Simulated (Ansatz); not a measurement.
Ansatz (a quantum-chemistry and plane-wave program) input (HF/3-21G): The .json file is the Basis Set Exchange's 3-21G.

Ansatz 0.2 input:
```yaml
crystal:
  periodic: [false, false, false]
  atoms:
    - {symbol: Si, position_ang: [-0.00000000, -0.00000000, -0.10272805]}
    - {symbol: H, position_ang: [0.00000000, 0.00000000, 1.43819264]}
basis:
  gaussian:
    orbitals: 3-21G.json
hamiltonian:
  xc: {name: HF}
magnetization: {spin_polarized: true, initial_magnetization: 1}
phonons: {temperatures: {t_min: 298.15, t_max: 298.15, t_step: 100}}
```

Task: Which harmonic wavenumbers does it give?

Result: 2028 cm⁻¹ (unscaled; negative means imaginary).
